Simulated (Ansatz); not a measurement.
Input file:

```yaml
crystal:
  periodic: [false, false, false]
  atoms:
    - { symbol: B, position_ang: [0.152987, -0.370094, 0.136314] }
    - { symbol: C, position_ang: [0.052825, -0.081532, 1.934658] }
    - { symbol: H, position_ang: [-0.645587, -0.538626, 2.663063] }
    - { symbol: H, position_ang: [1.048949, -0.011582, 2.390267] }
    - { symbol: H, position_ang: [-0.339915, 0.930568, 1.768423] }
    - { symbol: "N", position_ang: [1.355466, 0.198907, -0.419965] }
    - { symbol: H, position_ang: [2.216116, -0.329119, -0.364435] }
    - { symbol: H, position_ang: [1.259817, 0.672087, -1.309631] }
    - { symbol: F, position_ang: [-1.028407, 0.0506, -0.413484] }
    - { symbol: O, position_ang: [0.135867, -1.944382, 0.284843] }
    - { symbol: C, position_ang: [-0.857825, -2.701335, -0.37178] }
    - { symbol: H, position_ang: [-0.834128, -3.728981, 0.01899] }
    - { symbol: H, position_ang: [-1.863556, -2.275951, -0.228741] }
    - { symbol: H, position_ang: [-0.645659, -2.730882, -1.451791] }
    - { symbol: H, position_ang: [-0.053553, -1.31738, 1.301568] }
basis:
  gaussian: { orbitals: def2-SVP }
hamiltonian:
  xc: pbe0
  dispersion: d4
phonons: {}
```

Command:

```bash
$ ansatz run input.yaml --threads 4 --pin off --max-ram 5120MiB --backend cpu --events-out ev --progress --plain --runs-dir out
```

Hardware: 4 threads of Arm Neoverse V2, with other jobs on the host.

Problem. Roughly how long does this run take, and how much memory?

Solution. 120 s, with a peak of 0.34 GiB, for 0 ionic steps.
